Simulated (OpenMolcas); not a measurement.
Co6+.

* Program: OpenMolcas 26.06
* Method: CASSCF
* Basis: ANO-RCC-VDZP [5s4p2d1f]
* Scalar Hamiltonian: DKH2, point nucleus
* Active space: 3 electrons in 5 orbitals (3d)
* State averaging: 2S+1 = 4 even, 10 roots; 2S+1 = 2 even, 40 roots
* Spin-orbit coupling: RASSI with atomic mean-field integrals over the reference wave functions, term energies averaged over their components

Levels without dynamic correlation, in cm⁻¹ above 3d³ ⁴F_3/2:

| Level | E |
| --- | --- |
| 3d³ ²P_1/2 | 34064 |
| 3d³ ⁴P_1/2 | 25083 |
| 3d³ ²G_7/2 | 25865 |
| 3d³ ²H_9/2 | 34236 |
| 3d³ ²F_7/2 | 58367 |

On this reference, MS-CASPT2, IPEA 0.25 Eh, imaginary shift 0.1 Eh (closed shells correlated: 3s 3p) puts 3d³ ²P_1/2 at 30940 cm⁻¹.

**Question.** Estimate the other levels at that method by one scale factor, and say how well it serves.

**Answer.** The factor is 30940 / 34064 = 0.908. Scaled values beside those that MS-CASPT2 gives and measured ones (Sugar and Corliss, J. Phys. Chem. Ref. Data 10, 1097 (1981)):
| Level | Scaled | MS-CASPT2 | Miss (%) | Measured |
| --- | --- | --- | --- | --- |
| 3d³ ⁴P_1/2 | 22775 | 21870 | +4.1 | 21096 |
| 3d³ ²G_7/2 | 23485 | 24050 | -2.3 |  |
| 3d³ ²H_9/2 | 31086 | 33750 | -7.9 |  |
| 3d³ ²F_7/2 | 52997 | 53850 | -1.6 |  |
For these levels the scaled values miss MS-CASPT2 by up to 7.9 %, as correlation changes each term by its own factor, spin-orbit parts do not scale and CASPT2 has its own spread within terms. This holds within one configuration; levels of others move differently, and the target method has errors of its own against measurement.

CASPT2 breaks the degeneracy within a term, and the mean is taken; among the terms shown or strongly mixed into the levels shown the widest spread is 530 cm-1 (3d³ ⁴F, MS-CASPT2). The basis is small and was not contracted for so high a charge. Without dynamic correlation excited terms often stand tens of per cent too high (terms of higher spin than the ground term too low), and those without a measured partner can miss by more than the paired ones (holds for CASSCF). Computed and measured levels are paired by configuration, term and J; levels that our copy of the source lacks, or whose pairing is in doubt (as where it misses far off the trend of its configuration), stay unpaired and out of the deviations. Levels of configurations outside the active space are missing.
